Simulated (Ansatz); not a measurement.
The first iterations of a band of C₂H₇ClN₂Si (13 atoms, charge 0, multiplicity 1).

These are results of RKS B3LYP-D4/STO-3G in Ansatz 0.2.0, not measurements.

```
movable images  : 9
climbing image  : yes
spring          : 5.0 eV/Å²
optimiser       : quadratic models (default)
start path      : through a guess of the saddle point
force threshold : 0.05 eV/Å
iteration limit : 39
end points      : relaxed
```

First end point:

```xyz
13
Properties=species:S:1:pos:R:3
C -1.944 -1.204 0.005
N -0.750 -1.065 -0.514
C 0.346 -0.873 0.534
Si 0.972 0.901 0.357
N 1.376 1.141 -1.301
Cl -0.617 2.142 1.059
H -2.180 -1.216 1.088
H -2.800 -1.321 -0.683
H 1.165 -1.571 0.283
H 0.005 -1.084 1.564
H 2.108 1.222 1.193
H 1.677 2.095 -1.590
H 0.662 0.798 -1.979
```

Last end point:

```xyz
13
Properties=species:S:1:pos:R:3
C -1.938 -1.195 -0.001
N -0.739 -1.078 -0.514
C 0.352 -0.879 0.538
Si 0.972 0.897 0.358
N 1.364 1.140 -1.302
Cl -0.622 2.128 1.068
H -2.182 -1.183 1.080
H -2.790 -1.314 -0.694
H 1.174 -1.575 0.295
H 0.006 -1.086 1.567
H 2.112 1.224 1.188
H 0.651 0.792 -1.977
H 1.660 2.096 -1.593
```

| iteration | highest image above the first end (eV) | largest band force component (eV/Å) |
| --- | --- | --- |
| 1 | 51.694 | 250.646 |
| 2 | 35.177 | 157.546 |
| 3 | 18.880 | 76.750 |
| 4 | 10.455 | 39.545 |
| 5 | 6.573 | 18.658 |
| 6 | 5.255 | 5.770 |
| 7 | 3.760 | 7.993 |
| 8 | 3.097 | 8.476 |

Q: Does the band converge within its limit, and where does its top end?

A: The forces met the threshold. It ended after 24 iterations with the highest image 0.246 eV above the first end. A vibrational analysis at the climbing image gives one clearly imaginary mode, 239i cm⁻¹: a first-order saddle point. Limits of this set-up: minimal basis.

The run took 11 min on 1 thread of Intel(R) Xeon(R) Platinum 8488C (Sapphire Rapids) (shared host), peak memory 0.14 GiB.
